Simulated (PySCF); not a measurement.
Sn(H)(Vi)3, C6H10Sn, SMILES C=[CH][SnH]([CH]=C)[CH]=C, GFN2-xTB optimised geometry.

```
17

Sn    -1.04    -0.77     0.00
C     -1.86    -1.87     1.67
C     -2.65    -2.93     1.56
C      1.12    -0.77     0.00
C      1.86    -0.11     0.87
C     -1.78     1.26     0.00
C     -1.02     2.33    -0.05
H     -1.57    -1.56    -1.41
H     -1.59    -1.51     2.65
H     -2.94    -3.33     0.61
H     -3.03    -3.44     2.43
H      1.60    -1.36    -0.77
H      1.44     0.48     1.66
H      2.94    -0.14     0.83
H     -2.86     1.37     0.06
H     -1.44     3.33    -0.04
H      0.05     2.27    -0.11
```

Density from PySCF with PBE0/def2-SVP, def2 effective core potentials past Kr at that geometry. The core electrons that the potentials of Sn replace are not part of the density.

Minimum of the electron density along straight lines between bonded atoms, close to the bond critical point (lines longer than 1.1 times the sum of covalent radii, or with two minima, are not listed):

| bond | length / Å | ρ at the minimum / e bohr⁻³ | ∇²ρ there / e bohr⁻⁵ | position (fraction from the first atom) |
|---|---|---|---|---|
| Sn1–C2 | 2.160 | 0.099 | 0.16 | 0.50 |
| C2–C3 | 1.318 | 0.346 | -0.93 | 0.50 |
| Sn1–C4 | 2.162 | 0.099 | 0.16 | 0.50 |
| C4–C5 | 1.319 | 0.346 | -0.94 | 0.50 |
| Sn1–C6 | 2.161 | 0.099 | 0.16 | 0.50 |
| C6–C7 | 1.319 | 0.346 | -0.93 | 0.50 |
| Sn1–H8 | 1.701 | 0.110 | ? | 0.62 |
| C2–H9 | 1.082 | 0.279 | -1.04 | 0.63 |
| C3–H10 | 1.077 | 0.284 | -1.09 | 0.63 |
| C3–H11 | 1.080 | 0.281 | -1.07 | 0.63 |
| C4–H12 | 1.080 | 0.280 | -1.05 | 0.63 |
| C5–H13 | 1.078 | 0.284 | -1.09 | 0.63 |
| C5–H14 | 1.081 | 0.281 | -1.07 | 0.63 |
| C6–H15 | 1.081 | 0.280 | -1.05 | 0.63 |
| C7–H16 | 1.080 | 0.281 | -1.07 | 0.63 |
| C7–H17 | 1.078 | 0.284 | -1.10 | 0.64 |

Task: Complete the blanks.

Result: 
- Sn1–H8, ∇²ρ there / e bohr⁻⁵: 0.15
